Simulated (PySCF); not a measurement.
These compounds are isomers of formula C7H4FNO.

A. SMILES O=C=Nc1cccc(F)c1
B. SMILES N#Cc1cccc(O)c1F
C. `N(=C=O)C1=CC=C(F)C=C1`

Spectrum 1. 1H NMR (400 MHz, computed): δ 7.36 (m, 2H), 7.33 (m, 2H). 13C{1H} NMR (computed): δ 169.7 (C), 133.7 (C), 133.0 (CH), 127.0 (C), 122.8 (CH).

Spectrum 2. 1H NMR (400 MHz, computed): δ 7.59 (m, 1H), 7.14 (m, 1H), 7.11 (m, 1H), 7.09 (d, 1H). 13C{1H} NMR (computed): δ 173.9 (C), 140.0 (C), 136.5 (CH), 127.9 (CH), 126.9 (C), 118.1 (CH), 117.8 (CH).

Spectrum 3. 1H NMR (400 MHz, computed): δ 7.52 (m, 1H), 7.45 (m, 1H), 7.38 (m, 1H), 5.41 (br s, 1H). 13C{1H} NMR (computed): δ 161.9 (C), 152.7 (C), 131.1 (CH), 130.9 (CH), 126.8 (CH), 119.1 (C), 106.7 (C).

- GIAO PBE0/pcSseg-1 shieldings
- geometry from GFN2-xTB
- run in PySCF 2.14
- one conformer, in vacuum, non-relativistic Hamiltonian, fast rotation and ring inversion assumed for equivalent nuclei

Shifts are taken against calculated references (same method and geometry level): TMS for 1H (σ = 31.72 ppm), 13C (σ = 186.93 ppm). Splittings of carbon signals by F and P are missing where no couplings were computed. Where no couplings were computed, multiplicities follow the n + 1 count of equivalent neighbours, and m marks all less simple cases (inequivalent or close neighbours, rings, F or P nearby). Shifts are as computed. Against solution values, carbons near 30 ppm lie about +3 ppm off and those near 130 ppm about +5 ppm. Of 1211 compounds with measured shifts, 218 miss one by over three times the rms of a fit or turn the order of signals round; such compounds aren't used in these exercises. OH and NH positions are gas-phase values without hydrogen bonding to other molecules.

Which spectrum belongs to which compound?

Answers

1–C, 2–A, 3–B.

- Spectrum 1 (C): 5 13C signals; δC 169.7 is an aromatic carbon bearing fluorine; δC 133.0 is an aromatic CH.
- Spectrum 2 (A): 7 13C signals; δC 173.9 is an aromatic carbon bearing fluorine; δC 140.0 is an aromatic carbon bearing nitrogen.
- Spectrum 3 (B): 7 13C signals; δC 161.9 is an aromatic carbon bearing fluorine; δC 152.7 is an aromatic carbon bearing oxygen.
